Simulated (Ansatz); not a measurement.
Cost and result for the atomization energy of BrH2OSb (`[OH][SbH][Br]`) (5 atoms, 4 bonds).

```json
{"atom": "O1", "x (Å)": "-0.5573", "y (Å)": "-0.9699", "z (Å)": "0.6434"}
{"atom": "Sb2", "x (Å)": "0.2927", "y (Å)": "-0.0717", "z (Å)": "-0.8718"}
{"atom": "Br3", "x (Å)": "1.3808", "y (Å)": "1.8484", "z (Å)": "0.3435"}
{"atom": "H4", "x (Å)": "0.0328", "y (Å)": "-1.6084", "z (Å)": "1.0537"}
{"atom": "H5", "x (Å)": "-1.1490", "y (Å)": "0.8016", "z (Å)": "-1.1688"}
```

The species carries charge 0 and has multiplicity 1. Correlated methods include outer-core shells of Br, Sb, which these sets cover unevenly. Scalar relativity is left out up to krypton. Sb takes the def2 core potential. Geometry: relaxed with PBE0-D4/def2-TZVP. It is one conformer, not always the lowest. Program: Ansatz. All runs use 2 threads of an Arm Neoverse V2 on a shared host. Times are those of one run each, without the atoms' runs, and a repeat can differ threefold. Electronic energies, without spin–orbit coupling; frozen cores. CCSD(T)/CBS adds CCSD(T) − MP2 in def2-TZVPP to the MP2 limit, and its time is that of the two runs behind it. T1 = 0.012. With those shells the extrapolation isn't a true limit.

CCSD(T)/CBS is a level of theory with its own doubt, some kJ/mol a heavy atom from the limit and from the frozen cores, so smaller differences don't rank the functionals.

```tsv
level	functions	wall time	atomization (kcal/mol)	difference from CCSD(T)/CBS	per bond
LDA (SPW92)/def2-TZVPP	157	1.1 s	381.1	59.3	14.8
BLYP-D4/def2-TZVPP	157	1.9 s	323.9	2.1	0.5
PBE0-D4/def2-TZVPP	157	2.9 s	312.1	-9.7	-2.4
BHLYP-D4/def2-TZVPP	157	3 s	299.0	-22.8	-5.7
CCSD(T)/def2-SVP	82	4.4 s	272.8	-49.0	-12.2
r2SCAN-D4/def2-TZVPP (with forces)	157	4.7 s	317.2	-4.6	-1.1
r2SCANh-D4/def2-TZVPP	157	4.8 s	311.8	-10.0	-2.5
B2PLYP/def2-TZVPP	157	5 s	311.0	-10.8	-2.7
ωB97X-V/def2-TZVPP	157	8 s	320.1	-1.7	-0.4
ωB97M-V/def2-TZVPP (with forces)	157	12 s	314.4	-7.4	-1.8
MP2/def2-QZVPP	288	13 s	319.0	-2.8	-0.7
CCSD(T)/def2-TZVPP	157	75 s	303.1	-18.7	-4.7
CCSD(T)/CBS(def2)	–	88 s	321.8	0.0	0.0
```

In def2-TZVPP, CCSD(T) changes the Hartree–Fock value by +116.8 kcal/mol (the triples alone add +8.6 kcal/mol) and MP2 by +121.2 kcal/mol; breaking electron pairs costs correlation energy, which Hartree–Fock lacks. At CCSD(T), def2-SVP lies −48.9 kcal/mol from the extrapolated value and def2-TZVPP −18.6 kcal/mol: correlation converges slowly with the basis, and small sets miss more of it in the bonded molecule than in its fragments. From r2SCAN to r2SCAN0 (25 % exact exchange), in def2-TZVPP and without D4, the atomization energy moves by −13.1 kcal/mol: exact exchange takes away binding that semilocal exchange gives to molecules.
